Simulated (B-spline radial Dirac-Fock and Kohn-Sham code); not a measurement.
# F⁻ in Watson spheres of different radius

Method: relaxed Dirac-Fock hole states (ΔSCF) with Breit and QED corrections and a finite nucleus. Computed with a radial atomic solver. The ion, [He] 2s2 2p6, sits in a hollow sphere of charge Q = +1, a simple model of the Madelung potential. Inside the sphere an electron's potential energy is lowered by the constant 14.40·|Q|/R eV, so binding energies rise by about that much as long as the orbitals stay inside.

| radius (Å) | 14.40 |Q|/R (eV) | 1s (eV) | 2s (eV) | 2p1/2 (eV) | 2p3/2 (eV) |
| --- | --- | --- | --- | --- | --- |
| 1.131 | 12.73 | 690.3 | 37.04 | 12.97 | 12.92 |
| 1.33 | 10.83 | 689.1 | 35.62 | 11.62 | 11.57 |
| 1.596 | 9.02 | 687.7 | 34.12 | 10.15 | 10.11 |

From the smallest to the largest radius 1s moves by -2.6 eV, while the constant potential alone would give -3.7 eV; the difference comes from charge outside the sphere and its screening.
